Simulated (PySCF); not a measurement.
Structure problem from calculated spectra and properties.

Elements present: Al, C, H and O. Monoisotopic mass: 120.0367 u.

* XPS: C1s 292.2 (×3), O1s 537.6 (×3), Al1s 1567.2 eV [ΔSCF SCAN, pcX-2 on the ionised atom, pcseg-1 elsewhere, spin-free X2C]
* Triplet: lowest triplet excitation (Tamm–Dancoff): 5.74 eV [TDA B3LYP/def2-SVPD]
* UV, first state: lowest singlet excitation: 5.92 eV (210 nm, f = 0.000 summed over 2 states within 0.01 eV) [TDDFT B3LYP/def2-SVPD]
* Valence photoelectron: vertical ionisation energy: 9.68 eV [ΔSCF B3LYP/def2-SVPD]
* Polarisability: 73.1 au [B3LYP/def2-SVPD]
* 13C NMR: chemical shifts (computed TMS as zero) by class: 53.8 (3 C) ppm [GIAO PBE0/pcSseg-1]
* Rotational structure: rotational constants A, B, C: 1.877, 1.854, 0.949 GHz [PBE0-D3(BJ)/def2-SVP]
* NMR, other nuclei: isotropic shieldings of nuclei other than C and H, by class: 343 (3 O), 493 (1 Al) ppm [GIAO PBE0/pcSseg-1]

The electronic properties come from PySCF, for the isolated species, density fitting. Levels stand in brackets. One conformer (not necessarily the lowest) at the PBE0-D3(BJ)/def2-SVP geometry, without solvent, vibrations or thermal averaging. NMR values are class means; diastereotopic atoms form classes of their own.

Q: Which formula fits the mass and the elements?

A: C3H9AlO3 (calculated 120.0367). No other formula that holds each of these elements comes within 0.0003 u with a fitting electron parity and a possible valence count.

Q: Propose a structure and show how it fits.

A: Numbering: `[CH3:1][O:2][Al:3]([O:4][CH3:5])[O:6][CH3:7]`. 3 carbons fall into 1 class: methoxy carbon [C1/C5/C7] (53.8 ppm, 3 C). The other shieldings belong to: 343 ppm, oxygen bonded to Al and C [O2/O4/O6]; 493 ppm, aluminium bonded to 3 O [Al3]. The core levels belong to: C1s 292.2 eV, methoxy carbon [C1/C5/C7]; O1s 537.6 eV, oxygen bonded to Al and C [O2/O4/O6]; Al1s 1567.2 eV, aluminium bonded to 3 O [Al3]. By its constants the optimised geometry is a nearly oblate symmetric top. Structure: `C[O][Al]([O]C)[O]C`. Computed isomers that give other values at the same levels: `C[O+]([AlH3-])COC=O` (rotational constant A: 4.328 GHz; this holds for the one conformer computed). The assignments are read from this structure; whether some other isomer fits the data as well wasn't checked.

Shape of the structure used: `[CH3:1][O:2][Al:3]([O:4][CH3:5])[O:6][CH3:7]`: C1–O2–Al3–O4 -1°, O2–Al3–O4–C5 180°, O2–Al3–O6–C7 -1°.
